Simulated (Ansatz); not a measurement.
`C=C[CH2][SnH2][F]` + HCl → `[F][SnH2][CH2]Cl` + `C=C` at 298.15 K and 1 bar (substitution at a C–C bond).

Isolated molecules relaxed with PBE0-D4/def2-TZVP in Ansatz; ΔE leaves out vibrations. CCSD(T)/CBS adds triple-zeta CCSD(T) − MP2 to the extrapolated MP2 energy (def2 sets, frozen cores). This one scheme is used for every species. def2 core potentials past Kr. For Sn outer-core shells are correlated without core-valence functions, which leaves a few kJ/mol of doubt a bond. Each species was taken in one conformer, which may not be the lowest.

```json
{"species": "`C=C[CH2][SnH2][F]`", "CCSD(T)/CBS energy (Eh)": "-432.18688", "H − E (kJ/mol)": "247.0", "S (J/(mol·K))": "373.1"}
{"species": "HCl", "CCSD(T)/CBS energy (Eh)": "-460.38127", "H − E (kJ/mol)": "26.6", "S (J/(mol·K))": "186.8"}
{"species": "`[F][SnH2][CH2]Cl`", "CCSD(T)/CBS energy (Eh)": "-814.06876", "H − E (kJ/mol)": "133.6", "S (J/(mol·K))": "354.1"}
{"species": "`C=C`", "CCSD(T)/CBS energy (Eh)": "-78.48111", "H − E (kJ/mol)": "144.6", "S (J/(mol·K))": "218.9"}
```

H − E and S are ideal-gas, rigid-rotor, harmonic terms from PBE0-D4/def2-TZVP, for one conformer and one mirror image of each species. 1 Eh = 2625.50 kJ/mol, R = 8.31446 J/(mol·K).

Q: By hand: ΔE, ΔH, ΔS and ΔG.

A: ΔE = (-814.06876) + (-78.48111) − (-432.18688) − (-460.38127) = 0.01828 Eh = 48.0 kJ/mol. Δ(H − E) = 133.6 + 144.6 − 247.0 − 26.6 = 4.6, so ΔH = 52.6 kJ/mol. ΔS = 354.1 + 218.9 − 373.1 − 186.8 = 13.1 J/(mol·K). ΔG = 52.6 − 298.15 × (13.1)/1000 = 48.7 kJ/mol.

Q: By hand: the equilibrium constant, and the temperature at which ΔG would vanish if ΔH and ΔS stayed fixed.

A: log₁₀ K = −ΔG/(RT ln 10) = -8.5. ΔG = 0 at ΔH/ΔS = 4015 K, far beyond where these terms or the molecules hold.

The number of gas molecules stays the same, so ΔS is small and ΔH decides. A doubt of 5 kJ/mol in ΔE shifts log₁₀ K by 0.9 here. Other conformers and mirror images would add mixing entropy, several J/(mol·K) or more a flexible species. Modes under 60 cm⁻¹, often nearly free rotors, make the harmonic entropy too high. These are equilibria of isolated gas molecules and say nothing of rates. Largest T1 diagnostic: 0.013 (customary marks: 0.02 for closed shells, 0.045 for open ones).
